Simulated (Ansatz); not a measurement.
A nudged elastic band was laid between two geometries of CH5Ga (7 atoms, charge 0, multiplicity 1).

All numbers below come from RHF/def2-TZVP in Ansatz 0.2.0.

```
movable images  : 7
climbing image  : yes
spring          : 50.0 eV/Å²
optimiser       : quadratic models (default)
start path      : through a guess of the saddle point
force threshold : 0.03 eV/Å
iteration limit : 60
end points      : relaxed
```

Initial state:

```xyz
7
Properties=species:S:1:pos:R:3
Ga 0.275 -0.063 0.487
H -0.149 -0.423 1.969
C 2.201 0.060 0.009
H 2.693 -0.891 0.191
H 2.355 0.332 -1.029
H 2.697 0.797 0.635
H -0.862 0.189 -0.584
```

Final state:

```xyz
7
Properties=species:S:1:pos:R:3
Ga -1.976 -0.182 0.175
H 2.033 0.189 1.545
C 2.510 0.101 0.577
H 2.275 -0.862 0.141
H 2.157 0.888 -0.077
H 3.583 0.188 0.697
H -1.371 -0.322 -1.379
```

(1) What changes between the two ends?

(2) Give the energies along the band, and the barrier.

(3) What is the geometry of the highest image?

Answers

(1) Bonds broken: Ga1–H2, Ga1–C3. Bonds formed: H2–C3. CH5Ga becomes CH4 + GaH.

(2) It converged. The highest image is number 3 of 0 to 8, 348.4 kJ/mol above the first end and 324.0 kJ/mol above the last; the last end lies 24.3 kJ/mol above the first. Neighbouring images differ by up to 2.8 eV, so the band resolves the path poorly. Another band between the same ends (7 images) ends at a top of the same energy, where a vibrational analysis finds 1 clearly imaginary mode. The orbitals stay closed-shell, which can raise the energy where a bond breaks towards radicals; this wasn't checked here.

```json
{"image": "0", "path coordinate (Å)": "0.00", "energy (kJ/mol)": "0.0", "Ga1–H2 (Å)": "1.58", "Ga1–C3 (Å)": "1.99", "H2–C3 (Å)": "3.10"}
{"image": "1", "path coordinate (Å)": "0.86", "energy (kJ/mol)": "0.0", "Ga1–H2 (Å)": "1.58", "Ga1–C3 (Å)": "1.99", "H2–C3 (Å)": "3.12"}
{"image": "2", "path coordinate (Å)": "1.72", "energy (kJ/mol)": "73.9", "Ga1–H2 (Å)": "1.53", "Ga1–C3 (Å)": "1.98", "H2–C3 (Å)": "2.51"}
{"image": "3", "path coordinate (Å)": "2.58", "energy (kJ/mol)": "348.4", "Ga1–H2 (Å)": "1.55", "Ga1–C3 (Å)": "2.33", "H2–C3 (Å)": "1.74"}
{"image": "4", "path coordinate (Å)": "3.28", "energy (kJ/mol)": "92.0", "Ga1–H2 (Å)": "1.98", "Ga1–C3 (Å)": "2.72", "H2–C3 (Å)": "1.14"}
{"image": "5", "path coordinate (Å)": "3.99", "energy (kJ/mol)": "30.9", "Ga1–H2 (Å)": "2.73", "Ga1–C3 (Å)": "3.43", "H2–C3 (Å)": "1.08"}
{"image": "6", "path coordinate (Å)": "4.69", "energy (kJ/mol)": "25.1", "Ga1–H2 (Å)": "3.44", "Ga1–C3 (Å)": "3.98", "H2–C3 (Å)": "1.08"}
{"image": "7", "path coordinate (Å)": "5.39", "energy (kJ/mol)": "24.4", "Ga1–H2 (Å)": "3.88", "Ga1–C3 (Å)": "4.29", "H2–C3 (Å)": "1.08"}
{"image": "8", "path coordinate (Å)": "6.09", "energy (kJ/mol)": "24.3", "Ga1–H2 (Å)": "4.25", "Ga1–C3 (Å)": "4.51", "H2–C3 (Å)": "1.08"}
```

(3) 
```xyz
7
Properties=species:S:1:pos:R:3
Ga -0.248 -0.005 0.583
H 0.948 0.298 1.528
C 2.048 0.034 0.207
H 2.228 -0.970 -0.163
H 2.127 0.762 -0.592
H 2.761 0.268 0.985
H -0.655 -0.387 -0.871
```

Time of the run: 100 s on 2 threads of Arm Neoverse V1, on a shared host, peak memory 0.27 GiB.
